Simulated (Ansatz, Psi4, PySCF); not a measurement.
Species: silyloxyboronic acid, H$_{5}$BSiO$_{3}$ (charge 0, singlet). SMILES: OB(O)O[SiH3]
Structure (B3LYP-D3(BJ)/def2-TZVP (Ansatz, a first-principles code) minimum search):
```xyz
10

O     -0.9525     0.5204     1.2832
B     -0.8436    -0.3860     0.2505
O     -1.7688    -1.3534    -0.0438
O      0.2609    -0.3214    -0.5386
Si     1.5870     0.6615    -0.5390
H     -1.7397     0.4585     1.8291
H     -2.5412    -1.3823     0.5251
H      1.1905     2.0735    -0.7389
H      2.4408     0.2216    -1.6614
H      2.3325     0.5333     0.7334
```
Charge 0, spin multiplicity 1.

Property: vertical triplet-singlet gap, E(triplet) - E(singlet), in eV. Terms: valence correlation only; no spin-orbit coupling; 6-31G* and kin with 6d, 5d where marked; open shells spin-unrestricted; 6-311+G** with 5d, 6d on Na to Ar in Ansatz; non-relativistic; no dispersion term unless named; each state is the SCF solution reached for its charge and spin. Ab initio and DFT rows: single points at B3LYP-D3(BJ) geometries (Ansatz). Levels can end on unlike triplets.

```
level               program  vertical triplet-singlet gap, E(triplet) - E(singlet) (eV)
------------------  -------  ----------------------------------------------------------
HF/6-31G*            Ansatz                                                        8.10
HF/6-311+G**         Ansatz                                                        6.88
PBE/6-31G*           Ansatz                                                        6.81
PBE/6-311+G**        Ansatz                                                        6.38
B3LYP/STO-3G         Ansatz                                                        8.49
B3LYP/3-21G          Ansatz                                                        7.50
B3LYP/6-31G*         Ansatz                                                        7.45
B3LYP/6-311+G**      Ansatz                                                        7.02
M06-2X/6-31G* (5d)    PySCF                                                        8.02
wB97X-D/6-31G*         Psi4                                                        7.93
MP2/6-31G*           Ansatz                                                        9.17
MP2/6-311+G**        Ansatz                                                        8.06
B3LYP/def2-TZVPD     Ansatz                                                        7.03
```

No value to compare with is used here. The 12 habitual levels span 6.38 (PBE/6-311+G**) to 9.17 eV (MP2/6-31G*); B3LYP/def2-TZVPD gives 7.03.

The levels are drawn from those run, B3LYP/6-31G* more often than the rest, none by its result; left out are runs that failed, that the program found above a lower state of the same kind, or whose <S^2> lies over 0.5 above the pure value.
